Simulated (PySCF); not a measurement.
C₂H₇ClSi₃.

```xyz
13

Cl     2.3938     0.4428    -1.0313
Si     1.0505    -0.0047     0.5130
C      0.2488    -1.6702     0.1614
C     -1.0794    -1.8030    -0.0455
Si    -2.2902    -0.3449    -0.0048
Si    -0.8196     1.4215     0.5056
H      1.8480    -0.0514     1.7703
H      0.8872    -2.5640     0.1098
H     -1.4773    -2.8076    -0.2522
H     -2.9849    -0.2126    -1.3201
H     -3.3320    -0.5714     1.0414
H     -0.7320     2.4753    -0.5431
H     -1.0883     2.0367     1.8377
```
Charge 0, spin multiplicity 1.

Geometry: B3LYP-D3(BJ)/def2-SVP. The structure was generated by enumeration; whether it is a known compound was not checked.

The numbers are results of PBE/pcSseg-1 in PySCF, not measurements. Non-relativistic, no solvent.

Question: Give the absolute GIAO shielding of each atom: isotropic value and principal components (ppm). (An estimate is asked for; the answer gives what the named calculation found.)

Answer: 
```csv
atom,σ(iso),σ11,σ22,σ33,span
Cl1,936.2,852.6,971.5,984.6,132.0
Si2,319.3,257.3,337.5,363.1,105.8
C3,18.2,-91.0,-8.7,154.4,245.4
C4,21.9,-85.9,-10.9,162.4,248.3
Si5,396.9,329.1,403.4,458.3,129.3
Si6,463.4,430.0,464.4,495.8,65.8
H7,25.2,21.6,23.6,30.3,8.7
H8,23.6,21.6,23.3,26.0,4.5
H9,23.7,22.2,22.9,25.9,3.8
H10,26.5,23.2,24.4,32.0,8.8
H11,26.7,23.3,24.6,32.3,9.0
H12,28.0,24.4,25.7,33.8,9.4
H13,27.9,24.5,24.9,34.4,9.9
```
